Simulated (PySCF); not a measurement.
Bonding in `C=C(C[SiH3])O[SiH3]`

Species: C₃H₁₀OSi₂.
Numbering: `[CH2:1]=[C:2]([CH2:3][SiH3:4])[O:5][SiH3:6]` (hydrogens: H7, H8 on C1; H9, H10 on C3; H11, H12, H13 on Si4; H14, H15, H16 on Si6)

Structure used (GFN2-xTB), in Å, numbered top down from 1:
```xyz
16
C3H10OSi2 angstrom
C      0.490   -1.479   -1.123
C      0.043   -0.698   -0.150
C     -1.368   -0.663    0.331
Si    -2.051    1.116    0.198
O      0.820    0.200    0.506
Si     2.388    0.611    0.411
H     -0.162   -2.174   -1.617
H      1.515   -1.446   -1.446
H     -1.970   -1.374   -0.231
H     -1.389   -0.964    1.381
H     -1.385    1.994    1.157
H     -1.849    1.604   -1.168
H     -3.485    1.052    0.501
H      2.414    1.648    1.431
H      3.252   -0.528    0.732
H      2.729    1.109   -0.923
```

Bond orders from the PBE0/pcSseg-1 density (PySCF). Isolated species at its GFN2-xTB geometry (one conformer only).

Question: How far do the computed orders between heavy atoms stray from the drawn ones?

Answer: The largest departure is 0.110, at C3–Si4 (drawn single, 0.890).

Question: Set the Mayer orders of the bonds between heavy atoms beside their lengths.

Answer: 
```json
{"bond": "C1–C2", "drawn as": "double", "length (Å)": "1.325", "Mayer order": "1.917"}
{"bond": "C2–C3", "drawn as": "single", "length (Å)": "1.491", "Mayer order": "1.014"}
{"bond": "C3–Si4", "drawn as": "single", "length (Å)": "1.911", "Mayer order": "0.890"}
{"bond": "C2–O5", "drawn as": "single", "length (Å)": "1.357", "Mayer order": "0.932"}
{"bond": "O5–Si6", "drawn as": "single", "length (Å)": "1.623", "Mayer order": "0.913"}
```

Bonds between the same two heavy elements. C–C: lowest C2–C3 (1.014, 1.491 Å), highest C1–C2 (1.917, 1.325 Å).

Question: And the bonds to hydrogen?

Answer: C–H: 0.93 to 0.95 (4 bonds); H–Si: 0.92 to 0.95 (6 bonds).

Question: Sum the orders of all bonds at each heavy atom with more than one neighbour and set the sums beside the valence in the SMILES.

Answer: C1 3.791 (drawn 4), C2 3.863 (drawn 4), C3 3.780 (drawn 4), Si4 3.727 (drawn 4), O5 1.845 (drawn 2), Si6 3.707 (drawn 4). Orders between atoms that aren't bonded are not in these sums.

Mayer orders depend on the basis set.

These values come from a run that also computed NMR shieldings. On an Arm Neoverse N1 with one thread, no GPU, shared host with 64 logical CPUs at a one-minute load of 60, this took 50 s of wall time (with the writing of density and orbital grids) and 0.75 GiB of memory at its peak.
